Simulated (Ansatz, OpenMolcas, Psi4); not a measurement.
# How methods differ on SnSe (SMILES [Se][Sn])

SnSe: 2 atoms, total charge 0, spin state singlet. As SMILES, `[Se][Sn]`. The coordinates come from a PBE0-D4/def2-TZVP relaxation.

```xyz
2

Se    0.0000    0.0000    0.0065
Sn    0.0000    0.0000    2.3318
```

Each level gives the electronic atomisation energy (eV). The values are calculated. Electronic energies at fixed atoms, without zero-point motion or spin-orbit coupling.

```json
{"level": "SVWN5/def2-TZVP (core potential)", "kind": "LDA", "program": "Psi4", "value (eV)": "5.79", "less CCSD(T)/def2-TZVP": "+1.27", "CPU time (all runs)": "43 s"}
{"level": "r2SCAN/def2-TZVP (core potential)", "kind": "meta-GGA", "program": "OpenMolcas", "value (eV)": "4.75", "less CCSD(T)/def2-TZVP": "+0.23", "CPU time (all runs)": "73 s"}
{"level": "TPSSh/def2-TZVP (core potential)", "kind": "hybrid meta-GGA", "program": "Psi4", "value (eV)": "4.71", "less CCSD(T)/def2-TZVP": "+0.19", "CPU time (all runs)": "68 s"}
{"level": "wB97X-V/def2-TZVP (core potential)", "kind": "range-separated hybrid", "program": "Psi4", "value (eV)": "4.62", "less CCSD(T)/def2-TZVP": "+0.10", "CPU time (all runs)": "42 s"}
{"level": "B2PLYP/def2-TZVP (core potential)", "kind": "double hybrid", "program": "Ansatz", "value (eV)": "4.68", "less CCSD(T)/def2-TZVP": "+0.16", "CPU time (all runs)": "13 s"}
{"level": "RPA@PBE/def2-TZVP (core potential)", "kind": "RPA", "program": "Ansatz", "value (eV)": "4.17", "less CCSD(T)/def2-TZVP": "-0.35", "CPU time (all runs)": "16 s"}
{"level": "MP2/def2-TZVP (core potential)", "kind": "perturbation theory", "program": "Psi4", "value (eV)": "4.69", "less CCSD(T)/def2-TZVP": "+0.17", "CPU time (all runs)": "19 s"}
{"level": "OMP2/def2-TZVP (core potential, density fitting for correlation)", "kind": "perturbation theory", "program": "Psi4", "value (eV)": "4.85", "less CCSD(T)/def2-TZVP": "+0.33", "CPU time (all runs)": "2.2 min"}
{"level": "CCSD(T)/def2-TZVP (core potential)", "kind": "coupled cluster or CI", "program": "Ansatz", "value (eV)": "4.52", "less CCSD(T)/def2-TZVP": "0.00", "CPU time (all runs)": "15 s"}
{"level": "FCI/STO-3G", "kind": "exact in the basis", "program": "Ansatz", "value (eV)": "5.60", "less CCSD(T)/def2-TZVP": "+1.08", "CPU time (all runs)": "2.4 s"}
```

Differences are taken from CCSD(T)/def2-TZVP (core potential) for orientation; it has basis-set and higher-order errors of its own. All-electron rows without a relativistic Hamiltonian named are non-relativistic, while core potentials hold scalar relativity, so basis and relativity change together. The values span 4.17 to 5.79 eV. High-level rows in very small sets aren't better than simpler rows in larger ones. In the correlated wave-function rows the outer d shell of Se, Sn is correlated, in sets not made for it. Times are those of the runs behind each value, whatever else they computed, on shared processors of several kinds: orders of magnitude only.
